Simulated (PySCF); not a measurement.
A structure optimised at PBE-D3(BJ)/def2-SVP, used in a PySCF frequency run:

```
Si
O 1 1.7067
C 2 1.3584 1 126.06
C 3 1.3475 2 127.28 1 0.00
H 4 1.0985 3 119.47 2 180.00
H 4 1.1014 5 117.77 3 180.00
H 3 1.1048 4 121.39 5 0.00
H 1 1.5058 2 109.35 3 59.55
H 1 1.5058 8 108.86 2 119.41
C 1 1.8711 8 111.82 9 124.06
H 10 1.1082 1 110.76 8 58.66
H 10 1.1082 11 108.39 1 -121.69
H 10 1.1091 11 108.28 12 -117.25
```
Charge 0, spin multiplicity 1.

**Question.** Write its SMILES, formula and point group.

**Answer.** C=CO[SiH2]C, C₃H₈OSi, Cs

**Question.** What are its rotational constants (standard atomic weights)?

**Answer.** 12.219, 2.0427, 1.8084 GHz
